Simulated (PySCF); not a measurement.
# A thermochemical cycle for Rb2

r²SCAN in PySCF with def2-SVPD on every atom (core potentials on Rb), for the lowest determinant that a PBE0 search found; no spin–orbit coupling. Rb2, a singlet (closed shell), has De = 0.31 eV to neutral atoms, and Rb₂⁺, a doublet (σ ↑), has De = 0.70 eV to Rb⁺ + Rb.

The adiabatic ionisation energy of Rb2, between the minima, is 3.70 eV.

Q: Which ionisation energy of the Rb atom does this level give?

A: IE(Rb) = IE(molecule) + De(ion) − De(neutral) = 3.70 + 0.70 − 0.31 = 4.09 eV; the measured value is 4.177 eV (NIST ASD).

Closed-shell solutions of metal pairs were not tested for spin polarisation, which can lower them a little. Weak bonds: Rb2. Basis-set superposition, not corrected here, can be much of De in a small basis, most of all at correlated wavefunction levels. Spin–orbit coupling is left out. States were picked by a PBE0 search and need not be the measured ground states.
